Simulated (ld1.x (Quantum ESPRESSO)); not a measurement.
Values are calculated unless marked as measured or tabulated.
## Pseudopotentials across the periodic table

Generated with ld1.x 7.5 (TM, RRKJ, ultrasoft, PAW), atompaw 4.2 or ONCVPSP 4.0.1. The cutoff is in Ry: for ld1.x and atompaw files where the sum of valence levels is converged to 10 mRy in a Bessel basis, for ONCV files where the hardest occupied wave has 1 mHa per electron of residual kinetic energy. The error is the largest all-electron minus pseudo excitation energy over each file’s own four to seven test configurations (ionisations up to +4, promotions, holes and added fractions of an electron), all of which were solved. The labels leave out finer settings (local radius, basis sizes, second energies), which also bear on the numbers. Spin-polarised tests are not counted. The rows are a selection from randomly drawn settings: files with unsolved tests, undetermined cutoffs or missed reference levels are left out.

A true bound ghost makes a file unfit for plane-wave use even where its test errors are small: the radial tests pick states by their node count and pass the ghost by.

| element | potential | cutoff (Ry) | largest error (meV) | bound ghosts |
| --- | --- | --- | --- | --- |
| Ti | TM, LDA (PZ), scalar-relativistic, rc 2.50/3.95/2.70 (spd), local d, core correction yes, reference 3d2 4s2 4p0 | 35 | +317 | s |
| Cr | PAW, LDA (PZ), scalar-relativistic, rc 1.40/1.40/2.05 (spd), local smoothed, core correction yes, reference 3s2 3p6 3d5 4s0 4p0 | 40 | -10 | none |

(1) Fill in the row for Dy: ultrasoft, PBE, scalar-relativistic, rc 1.90/2.35/2.95/1.05 (spdf), local smoothed, core correction yes, reference 4f9.5 5s2 5p6 5d0.5 6s2 6p0.

(2) Fill in the row for Pb: TM, PBEsol, scalar-relativistic, rc 1.50/1.85/1.90 (spd), local s, core correction yes, reference 5d10 6s2 6p2.

(3) Fill in the row for In: TM, BP86, scalar-relativistic, rc 1.60/2.55/1.60 (spd), local d, core correction no, reference 4d10 5s1.5 5p0.

Results:

(1) cutoff 180 Ry, largest error -32 meV, bound ghosts: none.

(2) cutoff 80 Ry, largest error -20 meV, bound ghosts: p.

(3) cutoff 80 Ry, largest error -204 meV, bound ghosts: s, p.
